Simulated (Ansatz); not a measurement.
CH$_{3}$S, doublet, geometry from GFN2-xTB; CCSD(T)/6-31G** run with Ansatz (a quantum-chemistry and plane-wave program).

The Ansatz input:
Ansatz 0.2 input:
```yaml
crystal:
  periodic: [false, false, false]
  atoms:
    - {symbol: C, position_ang: [0.08133729, 1.12203680, -0.12550724]}
    - {symbol: S, position_ang: [-0.07291609, -0.56203814, 0.13309778]}
    - {symbol: H, position_ang: [0.80181200, -0.95782336, -0.79481219]}
    - {symbol: H, position_ang: [-0.53276719, 1.73924269, 0.49787221]}
    - {symbol: H, position_ang: [0.40958879, 1.47897019, -1.07958105]}
basis:
  gaussian:
    orbitals: 6-31G__.json
magnetization: {spin_polarized: true, initial_magnetization: 1}
correlation: {method: ccsd_t}
```
The basis file holds 6-31G** in the JSON format of the Basis Set Exchange.

Q: What does Ansatz print? Leave out banner, timings and long lists.

A: 
```
Functional definition: HF
474 factors; integrals over basis functions are off by at most 6.9e-4 eV
mean field evaluation 1: about -11892.2514 eV, gradient 1.2e1 eV
mean field evaluation 2: about -11892.2883 eV, gradient 1.2e1 eV
mean field evaluation 4: about -11893.4372 eV, gradient 1.9e0 eV
mean field evaluation 8: about -11893.5239 eV, gradient 1.2e-1 eV
mean field evaluation 16: about -11893.2269 eV, gradient 4.6e0 eV
mean field -11893.52422854 eV, -437.0789536788 hartree, gradient 7.6e-6 eV, S^2 0.763615; 0 other end points of the search recorded, 0 dependent functions left out
6 core orbitals not correlated
reference -11893.52422854 eV, -437.0789536788 hartree; 7, 6 occupied and 36, 37 virtual orbitals, 474 factors
second order -6.76509215 eV of doubles, -0.00000000 eV of singles
cycle   1  -7.39192703 eV  change   -6.3e-1 eV  update   6.4e-2
cycle   2  -7.63227702 eV  change   -2.4e-1 eV  update   2.3e-2
cycle   3  -7.67260361 eV  change   -4.0e-2 eV  update   1.3e-2
cycle   4  -7.67262136 eV  change   -1.8e-5 eV  update   6.5e-3
cycle   5  -7.67290509 eV  change   -2.8e-4 eV  update   2.3e-3
cycle   6  -7.67284634 eV  change    5.9e-5 eV  update   5.9e-4
cycle   7  -7.67285340 eV  change   -7.1e-6 eV  update   2.4e-4
cycle   8  -7.67281109 eV  change    4.2e-5 eV  update   8.8e-5
cycle   9  -7.67279763 eV  change    1.3e-5 eV  update   3.4e-5
cycle  10  -7.67280648 eV  change   -8.8e-6 eV  update   1.7e-5
cycle  11  -7.67280701 eV  change   -5.3e-7 eV  update   8.5e-6
perturbative correction -0.20974758 eV, -0.0077080813 hartree
Total energy: -11901.40678313 eV, -437.3686322168 hartree
```
